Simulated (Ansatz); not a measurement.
C3H9FGeS3 (`C[S][Ge]([F])([S]C)[S]C`), relaxed with RKS PBE0-D4/def2-TZVP in Ansatz from a PBE-D4/def2-SVP geometry. The force threshold is 0.005 eV/Å; the program also tests the step.

Total charge 0; spin multiplicity 1.

Start:

```xyz
17

C    -2.895    1.496    0.747
S    -2.707   -0.329    0.913
Ge   -0.711   -0.506   -0.028
F    -0.750    0.330   -1.603
S     0.831    0.648    1.117
C     1.832    1.353   -0.259
S    -0.261   -2.662   -0.303
C     1.576   -2.598   -0.306
H    -2.951    1.789   -0.318
H    -3.843    1.756    1.255
H    -2.054    2.020    1.243
H     1.193    1.552   -1.138
H     2.656    0.669   -0.538
H     2.256    2.304    0.116
H     1.963   -2.298   -1.299
H     1.922   -3.623   -0.075
H     1.941   -1.902    0.475
```

| step | energy (eV) | largest force (eV/Å) | largest move (Å) |
| --- | --- | --- | --- |
| 1 | -94981.5320 | 0.569 | 0.000 |
| 2 | -94981.6163 | 0.294 | 0.064 |
| 3 | -94981.6189 | 0.203 | 0.120 |
| 4 | -94981.6211 | 0.184 | 0.098 |
| 5 | -94981.6262 | 0.230 | 0.169 |
| 6 | -94981.6328 | 0.052 | 0.090 |
| 7 | -94981.6342 | 0.033 | 0.037 |
| 8 | -94981.6348 | 0.029 | 0.047 |
| 9 | -94981.6352 | 0.029 | 0.037 |
| 10 | -94981.6353 | 0.015 | 0.023 |
| 11 | -94981.6354 | 0.007 | 0.011 |
| 12 | -94981.6354 | 0.004 | 0.006 |

End:

```xyz
17

C    -2.953    1.464    0.722
S    -2.658   -0.311    0.978
Ge   -0.694   -0.451    0.027
F    -0.785    0.345   -1.532
S     0.836    0.727    1.101
C     1.878    1.282   -0.279
S    -0.230   -2.577   -0.254
C     1.583   -2.524   -0.297
H    -3.017    1.696   -0.339
H    -3.909    1.682    1.199
H    -2.172    2.059    1.194
H     1.270    1.690   -1.083
H     2.502    0.473   -0.656
H     2.518    2.066    0.126
H     1.941   -2.138   -1.251
H     1.918   -3.554   -0.183
H     1.972   -1.928    0.528
```

It took 44 s on 5 threads of an AMD EPYC 7R13 on a shared host and a share of an NVIDIA H100 80 GB, with 1.1 GiB of host memory at the peak.
